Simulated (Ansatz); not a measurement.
Species: sum formula BOBr₂, net charge -1, singlet state. It need not be the lowest isomer of its formula. Whether it binds its extra electron was not tested at this geometry. 
Structure (B3LYP-D3(BJ)/def2-TZVP (Ansatz, an electronic-structure program) minimum search):
```
B
O 1 1.2408
Br 1 2.0641 2 125.66
Br 1 2.0641 2 125.66 3 -180.00
```
Charge -1, spin multiplicity 1.

Basis-set convergence of Hartree-Fock and CCSD correlation energies (hartree) with Ansatz. Correlated levels leave the core frozen unless marked. No spin-orbit coupling. Frozen are the shells of the preceding noble gas and the d and f shells that filled before the atom's block. No relativistic terms. This anion needs diffuse functions, which these sets lack.

| basis | functions | E(HF) | E(corr, CCSD) |
|---|---|---|---|
| cc-pVDZ | 82 | -5244.49995 | -0.52198 |
| cc-pVTZ | 146 | -5244.68685 | -0.68654 |
| cc-pVQZ | 246 | -5244.70145 | -0.74553 |
| cc-pV5Z | 390 | … | … |

### Question
Some entries are withheld; supply them.

### Answer

- cc-pV5Z, E(HF): -5244.70400
- cc-pV5Z, E(corr, CCSD): -0.76591
